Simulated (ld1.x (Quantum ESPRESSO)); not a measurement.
Building the TM potential for O (LDA (PZ), scalar-relativistic).

ld1.x (Quantum ESPRESSO) 7.5 was run on this input:

```
&input
   title='O', zed=8., rel=1, dft='PZ', iswitch=3,
   config='[He] 2s1 2p5',
   nld=2, rlderiv=1.50, eminld=-4.0, emaxld=5.0, deld=0.02
 /
 &inputp
   pseudotype=2, tm=.true., lloc=0,
   nlcc=.false.,
   file_pseudopw='O.UPF', file_wfcaegen='ae.wfc', file_wfcncgen='nc.wfc', file_beta='beta', file_chi='chi'
 /
2
2P  2  1   5.00   0.00  1.35  1.35  0.0
2S  1  0   1.00   0.00  0.70  0.70  0.0
 &test
   configts(1)='2s1 2p5'
 /
```

Command:

```bash
ld1.x < O.in > O.out
```

The program printed (shortened: banner, matrices, multipoles, cross overlaps and the repeated all-electron block are left out):

```
Program LD1 v.7.5
     --------------------------- All-electron run ----------------------------

     O
     scalar relativistic calculation

     atomic number is  8.00
     dft =PZ   lsd =0 sic =0 latt =0  beta=0.20 tr2=1.0E-14
     Exchange-correlation= PZ
                           (   1   1   0   0   0   0   0)
     mesh =1095 r(mesh) =  99.04343 a.u. xmin = -7.00 dx = 0.01250
     1 Ry =  13.60569312 eV, c = 137.03599908

     n l     nl                  e(Ry)          e(Ha)          e(eV)
     1 0     1S 1( 2.00)       -37.5943       -18.7972      -511.4965
     2 0     2S 1( 1.00)        -1.7796        -0.8898       -24.2121
     2 1     2P 1( 5.00)        -0.7054        -0.3527        -9.5980

     final scf error:  7.4E-15 reached in  26 iterations

     Etot =    -147.977870 Ry,     -73.988935 Ha,   -2013.341482 eV

     Ekin =     147.468528 Ry,      73.734264 Ha,    2006.411536 eV
     Encl =    -352.404853 Ry,    -176.202426 Ha,   -4794.712280 eV
     Eh   =      72.389444 Ry,      36.194722 Ha,     984.908563 eV
     Exc  =     -15.430989 Ry,      -7.715495 Ha,    -209.949301 eV

     normalization and overlap integrals

     s(1S/1S) =  1.000000  <r> =   0.2006  <r2> =    0.0544  r(max) =   0.1298
     s(2S/2S) =  1.000000  <r> =   1.1451  <r2> =    1.5972  r(max) =   0.8786
     s(2P/2P) =  1.000000  <r> =   1.2581  <r2> =    2.1041  r(max) =   0.8151

     ------------------------ End of All-electron run ------------------------

     --------------------- Generating NC pseudopotential ---------------------

      Generating local pot.: lloc=0, matching radius rcloc =   0.7000

      Wfc   2P  rcut= 1.344  Using Troullier-Martins method

     ------------------- End of pseudopotential generation -------------------

     Computing logarithmic derivative in   1.49455
     Computing logarithmic derivative in   1.49455
     Computing the partial wave expansion
       no projector for channel:   0
     R is outside the sphere for l=    1 j= 0.00

     ---------------------- Testing the pseudopotential ----------------------

     O
     scalar relativistic calculation

     atomic number is  8.00   valence charge is  6.00
     dft =PZ   lsd =0 sic =0 latt =0  beta=0.20 tr2=1.0E-14
     mesh =1095 r(mesh) =  99.04343 xmin = -7.00 dx = 0.01250

     n l     nl             e AE (Ry)        e PS (Ry)    De AE-PS (Ry)
     1 0     2S   1( 1.00)       -1.77955       -1.77958        0.00003
     2 1     2P   1( 5.00)       -0.70544       -0.70545        0.00001

     eps = 9.3E-15  iter = 12

     Etot =    -147.977870 Ry,     -73.988935 Ha,   -2013.341482 eV
     Etotps =   -30.233729 Ry,     -15.116864 Ha,    -411.350836 eV

     Ekin =      24.534665 Ry,      12.267332 Ha,     333.811116 eV
     Encl =     -64.677575 Ry,     -32.338787 Ha,    -879.983234 eV
     Ehrt =      26.863522 Ry,      13.431761 Ha,     365.496838 eV
     Ecxc =      -6.239199 Ry,      -3.119600 Ha,     -84.888632 eV
     Epseu=     -10.715141 Ry,      -5.357571 Ha,    -145.786925 eV

     ---------------------- End of pseudopotential test ----------------------
```

Generation and configuration tests took about 1.3 s on one core of a shared server CPU.
